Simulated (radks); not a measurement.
Polarisability of the thallium ion Tl2+, [Xe] 4f14 5d10 6s1, at imaginary frequency. Calculated with a radial shooting solver on a logarithmic mesh with Libxc functionals: scalar-relativistic Kohn-Sham, LB94 model potential, spin-polarised, spherical densities, finite nucleus; open shells are filled with parallel spins first (spin-orbit coupling, left out, can overturn this in heavy ions); Fermi nuclear charge, rms radius 5.4759 fm. Response by self-consistent Sternheimer equations with the Hartree and adiabatic LDA kernel, the relativistic mass of each level held fixed and spin-orbit coupling left out.

| w (hartree) | alpha1(iw) (bohr^3) | alpha2(iw) (bohr^5) |
|---|---|---|
| 0.00266 | 10.82 | 37.62 |
| 0.0143 | 10.81 | 37.59 |
| 0.0360 | 10.77 | 37.46 |
| 0.0697 | 10.65 | 37.04 |
| 0.118 | 10.35 | 36.07 |
| 0.186 | 9.759 | 34.25 |
| 0.280 | 8.816 | 31.42 |
| 0.413 | 7.562 | 27.56 |
| 0.605 | 6.149 | 22.73 |
| 0.892 | 4.720 | 17.27 |
| 1.35 | 3.348 | 11.85 |
| 2.12 | 2.093 | 7.135 |
| 3.59 | 1.069 | 3.537 |
| 6.94 | 0.4079 | 1.252 |
| 17.5 | 0.09992 | 0.2377 |

Static values: alpha1 = 10.82 bohr^3 (1.604 angstrom^3; uncoupled 19.03), alpha2 = 37.62 bohr^5, alpha3 = 257.7 bohr^7. C6 = 69.61, C8 = 1234, triple-dipole C9 = 495.7 atomic units. One-pole (London) frequency 4 C6 / (3 alpha1^2) = 0.793 hartree, against 1.199 for minus the highest occupied eigenvalue.
